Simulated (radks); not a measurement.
Q: Radial electron density D(r) = 4 pi r^2 rho(r) of an atom or ion with 7 electrons. Method: scalar-relativistic Kohn-Sham, BLYP, spin-unpolarised, spherical densities, finite nucleus; Fermi nuclear charge, rms radius of each element as measured or else 0.836 A^(1/3) + 0.57 fm; computed with a radial shooting solver on a logarithmic mesh with Libxc functionals.

| r (bohr) | D(r) (e/bohr) |
|---|---|
| 0.00561 | 0.3932 |
| 0.006225 | 0.4766 |
| 0.006853 | 0.5684 |
| 0.007543 | 0.6768 |
| 0.00837 | 0.8163 |
| 0.009213 | 0.9685 |
| 0.01022 | 1.163 |
| 0.01125 | 1.373 |
| 0.01239 | 1.618 |
| 0.01374 | 1.927 |
| 0.01513 | 2.257 |
| 0.01679 | 2.668 |
| 0.01848 | 3.102 |
| 0.02034 | 3.591 |
| 0.02257 | 4.188 |
| 0.02484 | 4.801 |
| 0.02757 | 5.533 |
| 0.03035 | 6.269 |
| 0.0334 | 7.054 |
| 0.03706 | 7.951 |
| 0.0408 | 8.806 |
| 0.04527 | 9.737 |
| 0.04983 | 10.58 |
| 0.05485 | 11.37 |
| 0.06086 | 12.12 |
| 0.067 | 12.70 |
| 0.07434 | 13.14 |
| 0.08183 | 13.35 |
| 0.09007 | 13.33 |
| 0.09995 | 13.06 |
| 0.11 | 12.56 |
| 0.1211 | 11.85 |
| 0.1344 | 10.89 |
| 0.1479 | 9.889 |
| 0.1641 | 8.782 |
| 0.1807 | 7.827 |
| 0.1989 | 7.025 |
| 0.2207 | 6.409 |
| 0.2429 | 6.125 |
| 0.2695 | 6.135 |
| 0.2967 | 6.406 |
| 0.3266 | 6.857 |
| 0.3624 | 7.431 |
| 0.3989 | 7.914 |
| 0.4426 | 8.250 |
| 0.4872 | 8.292 |
| 0.5363 | 8.022 |
| 0.595 | 7.377 |
| 0.655 | 6.506 |
| 0.7268 | 5.366 |
| 0.8 | 4.246 |
| 0.8806 | 3.171 |
| 0.9771 | 2.153 |
| 1.076 | 1.404 |
| 1.193 | 0.8136 |
| 1.314 | 0.4529 |
| 1.446 | 0.2316 |
| 1.605 | 0.1009 |
| 1.766 | 0.04212 |
| 1.96 | 0.01433 |
| 2.157 | 0.004607 |

What is the nuclear charge?

A: Z = 12. The innermost maximum, from 1s, lies near gamma/Z bohr with gamma = sqrt(1 - (Z/c)^2) = 0.996, here 0.083 bohr (found: 0.0852), and its height grows with Z. The density is that of the magnesium ion Mg5+ in [He] 2s2 2p3; the configuration itself is not fixed sharply by these data, and Z only to about a unit. D(r) has 2 maxima, at r = 0.0852, 0.472 bohr, and minima at 0.255 bohr, inside which lie 2.22 electrons.
